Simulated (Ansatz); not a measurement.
Ansatz (a first-principles code) input (B3LYP/6-31G*):

Ansatz 0.2 input:
```yaml
crystal:
  periodic: [false, false, false]
  atoms:
    - {symbol: Si, position_ang: [-0.01469801, -0.50408292, -0.01115471]}
    - {symbol: O, position_ang: [-0.14847962, 1.01906834, 0.01640263]}
    - {symbol: H, position_ang: [1.39360918, -1.09538579, 0.02494486]}
basis:
  gaussian:
    orbitals: 6-31G*
hamiltonian:
  xc: {name: B3LYP}
magnetization: {spin_polarized: true, initial_magnetization: 1}
relax: {f_tol: 0.003, max_steps: 120}
```

Output:

```
Functional definition: B3LYP
integrals: 0.00 GiB planned
343 factors; integrals over basis functions are off by at most 4.8e-4 eV
mean field: 0.10 GiB planned
mean field evaluation 1: about -9930.9880 eV, gradient 4.5e1 eV
mean field evaluation 2: about -9834.0179 eV, gradient 1.3e2 eV
mean field evaluation 4: about -9939.1604 eV, gradient 4.9e0 eV
mean field evaluation 8: about -9939.2954 eV, gradient 6.2e-2 eV
mean field evaluation 16: about -9939.2955 eV, gradient 1.1e-4 eV
mean field -9939.29547912 eV, -365.2623717612 hartree, gradient 1.2e-5 eV, S^2 0.755592; 0 other end points of the search recorded, 0 dependent functions left out
the calculation of the forces begins
reference -9939.29565289 eV, -365.2623781470 hartree; 12, 11 occupied and 24, 25 virtual orbitals, 343 factors
relax step   1: F+E_penalty+E_count = -9939.29547912 eV  Δ(F+E_penalty+E_count) = +0.000e0 eV  max|allowed force component| = 7.111e-1 eV/Å  Δτ_max = 0.0000 Å  (32 SCF iters, accepted)
these checks for a lower state are left out or cut short: starts, cluster_reference, orbital_swaps, neighbouring_geometries, increment
integrals: 0.00 GiB planned
343 factors; integrals over basis functions are off by at most 4.9e-4 eV
mean field: 0.10 GiB planned
mean field -9939.29955788 eV, -365.2625216528 hartree, gradient 2.5e-5 eV, S^2 0.755730; 0 other end points of the search recorded, 0 dependent functions left out
the calculation of the forces begins
reference -9939.29973162 eV, -365.2625280377 hartree; 12, 11 occupied and 24, 25 virtual orbitals, 343 factors
relax step   2: F+E_penalty+E_count = -9939.29955788 eV  Δ(F+E_penalty+E_count) = -4.079e-3 eV  max|allowed force component| = 3.513e-1 eV/Å  Δτ_max = 0.0062 Å  (29 SCF iters, accepted)
these checks for a lower state are left out or cut short: starts, cluster_reference, orbital_swaps, neighbouring_geometries, increment
integrals: 0.00 GiB planned
343 factors; integrals over basis functions are off by at most 5.0e-4 eV
mean field: 0.10 GiB planned
mean field evaluation 32: about -9939.3008 eV, gradient 1.7e-5 eV
mean field -9939.30084232 eV, -365.2625688550 hartree, gradient 1.7e-5 eV, S^2 0.755856; 0 other end points of the search recorded, 0 dependent functions left out
the calculation of the forces begins
reference -9939.30101599 eV, -365.2625752375 hartree; 12, 11 occupied and 24, 25 virtual orbitals, 343 factors
relax step   3: F+E_penalty+E_count = -9939.30084232 eV  Δ(F+E_penalty+E_count) = -1.284e-3 eV  max|allowed force component| = 2.522e-2 eV/Å  Δτ_max = 0.0040 Å  (30 SCF iters, accepted)
these checks for a lower state are left out or cut short: starts, cluster_reference, orbital_swaps, neighbouring_geometries, increment
integrals: 0.00 GiB planned
343 factors; integrals over basis functions are off by at most 5.0e-4 eV
mean field: 0.10 GiB planned
mean field -9939.30086196 eV, -365.2625695770 hartree, gradient 5.1e-5 eV, S^2 0.755871; 0 other end points of the search recorded, 0 dependent functions left out
the calculation of the forces begins
reference -9939.30103562 eV, -365.2625759588 hartree; 12, 11 occupied and 24, 25 virtual orbitals, 343 factors
relax step   4: F+E_penalty+E_count = -9939.30086196 eV  Δ(F+E_penalty+E_count) = -1.965e-5 eV  max|allowed force component| = 3.122e-3 eV/Å  Δτ_max = 0.0010 Å  (25 SCF iters, accepted)
these checks for a lower state are left out or cut short: starts, cluster_reference, orbital_swaps, neighbouring_geometries, increment
integrals: 0.00 GiB planned
343 factors; integrals over basis functions are off by at most 5.0e-4 eV
mean field: 0.10 GiB planned
mean field -9939.30086497 eV, -365.2625696876 hartree, gradient 2.6e-5 eV, S^2 0.755878; 0 other end points of the search recorded, 0 dependent functions left out
the calculation of the forces begins
reference -9939.30103862 eV, -365.2625760690 hartree; 12, 11 occupied and 24, 25 virtual orbitals, 343 factors
relax step   5: F+E_penalty+E_count = -9939.30086497 eV  Δ(F+E_penalty+E_count) = -3.007e-6 eV  max|allowed force component| = 1.011e-4 eV/Å  Δτ_max = 0.0007 Å  (23 SCF iters, accepted)
integrals: 0.00 GiB planned
343 factors; integrals over basis functions are off by at most 5.0e-4 eV
mean field: 0.10 GiB planned
mean field evaluation 64: about -9939.3009 eV, gradient 1.3e-5 eV
mean field -9939.30086497 eV, -365.2625696876 hartree, gradient 2.6e-5 eV, S^2 0.755878; 1 other end points of the search recorded, 0 dependent functions left out
the calculation of the forces begins
reference -9939.30103862 eV, -365.2625760690 hartree; 12, 11 occupied and 24, 25 virtual orbitals, 343 factors
Total energy: -9939.30103862 eV, -365.2625760690 hartree
Atom 0 at    -0.018742    -0.509018    -0.011398 Å, force    -0.000012    -0.000074    -0.000002 eV/Å
Atom 1 at    -0.150560     1.028035     0.016520 Å, force     0.000070    -0.000027     0.000002 eV/Å
Atom 2 at     1.399733    -1.099418     0.025071 Å, force    -0.000059     0.000101     0.000000 eV/Å
Dipole moment:     0.121235    -0.602473    -0.008543 e Å
```

The geometry given is a B3LYP-D3(BJ)/def2-TZVP minimum.
